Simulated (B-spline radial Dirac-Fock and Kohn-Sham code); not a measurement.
# Auger decay of the 3d3/2 hole in Te⁺

System: tellurium as Te⁺, configuration [Kr] 4d10 5s2 5p3, inside a Watson sphere of charge -1 and radius 2.4 Å (a model of the Madelung potential; inside it an electron's potential energy is raised by 6.0 eV).

Level of theory: a relativistic independent-particle model: LDA orbitals of the hole state, radiative multipoles to third order, Auger rates from the Coulomb interaction with a continuum orbital, Dirac-Fock energies; a radial atomic solver. Kinetic energies are configuration averages from the vacuum level; the two-hole energies are estimated from single-hole states.

```
transition  kinetic energy (eV)  width (meV)  share (%)
   M4-N1N2                    –         3.95        0.7
   M4-N1N3                254.6         3.52        0.6
   M4-N2N3                    –         9.89        1.7
   M4-N3N3                311.4         3.97        0.7
   M4-N1N4                333.2         66.8       11.8
   M4-N1N5                334.8         10.1        1.8
   M4-N2N5                    –         4.49        0.8
   M4-N2N4                    –         52.1        9.2
   M4-N3N4                391.9          116       20.5
   M4-N3N5                394.6         4.31        0.8
   M4-N4N4                472.1         86.8       15.3
   M4-N4N5                473.4          179       31.6
   M4-N5N5                475.1         3.02        0.5
   M4-N4O1                509.1         8.74        1.5
   M4-N4O2                520.2         3.10        0.5
   M4-N4O3                521.3         6.69        1.2
```

A dash stands for an energy that rests on an unreliable hole state.

The listed channels hold 99 % of the non-radiative rate. Summed by principal shells, of 0.567 eV in all: MNN 96.1 %, MNO 3.8 %.

Values without a named source are computed, but for edge energies of neutral atoms, which are taken from tables.
